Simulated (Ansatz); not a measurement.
Ansatz (a quantum-chemistry and plane-wave program) input (CCSD(T)/cc-pVDZ):

Ansatz 0.2 input:
```yaml
crystal:
  periodic: [false, false, false]
  atoms:
    - {symbol: C, position_ang: [-2.39986593, -0.93696702, -0.82362939]}
    - {symbol: C, position_ang: [-1.30840429, 0.12194651, -0.66321667]}
    - {symbol: C, position_ang: [-1.87383080, 1.37856679, 0.00035858]}
    - {symbol: C, position_ang: [-0.11451149, -0.45818178, 0.10438464]}
    - {symbol: C, position_ang: [1.11112487, 0.45929810, 0.16694962]}
    - {symbol: C, position_ang: [2.26064022, -0.18238910, 0.89732934]}
    - {symbol: C, position_ang: [3.42962963, -0.46913087, 0.39570522]}
    - {symbol: H, position_ang: [-2.01907190, -1.82645819, -1.32962650]}
    - {symbol: H, position_ang: [-3.24131881, -0.55300647, -1.40396128]}
    - {symbol: H, position_ang: [-2.78373490, -1.24712320, 0.15239032]}
    - {symbol: H, position_ang: [-0.95596666, 0.39702079, -1.66477165]}
    - {symbol: H, position_ang: [-2.20513261, 1.15899989, 1.01959545]}
    - {symbol: H, position_ang: [-1.13902473, 2.18260502, 0.05338820]}
    - {symbol: H, position_ang: [-2.73525825, 1.75658088, -0.55383385]}
    - {symbol: H, position_ang: [-0.43389693, -0.70949268, 1.12279696]}
    - {symbol: H, position_ang: [0.18453738, -1.40041471, -0.36360397]}
    - {symbol: H, position_ang: [1.42710427, 0.72747311, -0.84334755]}
    - {symbol: H, position_ang: [0.85109560, 1.38924600, 0.68071655]}
    - {symbol: H, position_ang: [2.06501604, -0.43976501, 1.94496214]}
    - {symbol: H, position_ang: [4.35695851, -0.91452116, 0.71800727]}
basis:
  gaussian:
    orbitals: cc-pVDZ
magnetization: {spin_polarized: true, initial_magnetization: 1}
correlation: {method: ccsd_t, electrons: outside_noble_gas}
```

Output:

```
Functional definition: HF
integrals: 0.82 GiB planned
1477 factors; integrals over basis functions are off by at most 9.9e-4 eV
0.67 GiB of device memory are held for the factors and their scratch space
mean field: 0.99 GiB planned
mean field evaluation 1: about -7412.5664 eV, gradient 2.6e1 eV
mean field evaluation 2: about -7412.5690 eV, gradient 2.6e1 eV
mean field evaluation 4: about -7417.2558 eV, gradient 3.5e0 eV
mean field evaluation 8: about -7417.4214 eV, gradient 5.6e-1 eV
mean field evaluation 16: about -7417.4726 eV, gradient 1.5e-6 eV
mean field evaluation 32: about -7417.3840 eV, gradient 1.1e0 eV
mean field evaluation 64: about -7414.5032 eV, gradient 1.0e0 eV
mean field -7417.47257077 eV, -272.5870892325 hartree, gradient 1.5e-6 eV, S^2 0.928061; 2 other end points of the search recorded, 0 dependent functions left out
determinant -7417.47257077 eV, -272.5870892325 hartree, with singles and doubles -7446.00207413 eV, -273.6355291430 hartree
determinant -7414.52974954 eV, -272.4789425468 hartree, with singles and doubles -7442.79649648 eV, -273.5177263372 hartree
7 core orbitals not correlated
reference -7417.47257077 eV, -272.5870892325 hartree; 21, 20 occupied and 135, 136 virtual orbitals, 1477 factors
second order -25.82266514 eV of doubles, -0.00000000 eV of singles
coupled cluster: 6.01 GiB planned
cycle   1  -28.52965475 eV  change   -1.5e-4 eV  update   2.6e-3
cycle   2  -28.53010015 eV  change   -4.5e-4 eV  update   1.7e-3
cycle   3  -28.52984739 eV  change    2.5e-4 eV  update   1.1e-3
cycle   4  -28.53007565 eV  change   -2.3e-4 eV  update   4.5e-4
cycle   5  -28.53150708 eV  change   -1.4e-3 eV  update   1.7e-4
cycle   6  -28.53207699 eV  change   -5.7e-4 eV  update   5.6e-5
cycle   7  -28.53210820 eV  change   -3.1e-5 eV  update   2.3e-5
coupled cluster: 6.01 GiB planned
perturbative correction -0.92047517 eV, -0.0338268387 hartree
Total energy: -7446.92515415 eV, -273.6694517077 hartree
```

It need not be the lowest isomer of its formula.

The determinant is spin-contaminated: <S^2> is 0.93 against 0.75 for a pure state.
